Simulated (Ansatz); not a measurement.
ClLi, charge +1, doublet, at a GFN2-xTB geometry of the parent state (such geometries of metal compounds can be far from the true shape) (a state made from the parent by changing its charge; the spin is typed, not shown lowest); HF/6-31G* (Ansatz, a quantum-chemistry and plane-wave program).

Here is a job for Ansatz.
Ansatz 0.2 input:
```yaml
crystal:
  periodic: [false, false, false]
  atoms:
    - {symbol: Li, position_ang: [-0.00000000, -0.00000000, -2.03637724]}
    - {symbol: Cl, position_ang: [0.00000000, 0.00000000, 0.35936069]}
basis:
  gaussian:
    orbitals: 6-31G*
hamiltonian:
  xc: hf
total_charge: 1
magnetization: {spin_polarized: true, initial_magnetization: 1}
```

Output, abridged:

```
Functional definition: HF
305 factors; integrals over basis functions are off by at most 5.0e-4 eV
mean field evaluation 1: about -12698.7376 eV, gradient 1.1e1 eV
mean field evaluation 2: about -12698.7453 eV, gradient 1.1e1 eV
mean field evaluation 4: about -12699.5079 eV, gradient 6.0e-1 eV
mean field evaluation 8: about -12699.5112 eV, gradient 6.6e-4 eV
mean field evaluation 16: about -12699.2786 eV, gradient 6.6e-1 eV
mean field evaluation 32: about -12699.2511 eV, gradient 6.4e0 eV
mean field -12699.51124358 eV, -466.6984301635 hartree, gradient 1.1e-5 eV, S^2 0.755643; 4 other end points of the search recorded, 0 dependent functions left out
reference -12699.51124358 eV, -466.6984301635 hartree; 10, 9 occupied and 24, 25 virtual orbitals, 305 factors
Total energy: -12699.51124358 eV, -466.6984301635 hartree
```
